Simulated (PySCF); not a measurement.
Z-matrix (Å, degrees):
```
Si
H 1 1.4838
Si 1 2.1536 2 119.25
H 3 1.4813 1 118.93 2 175.56
H 3 1.4833 4 113.74 1 -156.86
Si 1 2.2672 2 120.77 3 154.66
H 6 1.4840 1 120.79 2 -14.99
Si 6 2.1534 7 119.25 1 -154.69
H 8 1.4814 6 118.93 7 175.55
H 8 1.4833 9 113.75 6 -156.87
```
Charge 0, multiplicity 1.

**Question.** Give the LUMO, HOMO–LUMO gap, HOMO, dipole moment and total energy at the level PBE0-D3(BJ)/def2-TZVP (PySCF 2.14.0).

**Answer.** 
```json
{
 "LUMO": "-2.58 eV",
 "HOMO–LUMO gap": "3.13 eV",
 "HOMO": "-5.70 eV",
 "dipole_moment": "0.12 D",
 "total_energy": "-31593.04 eV"
}
```
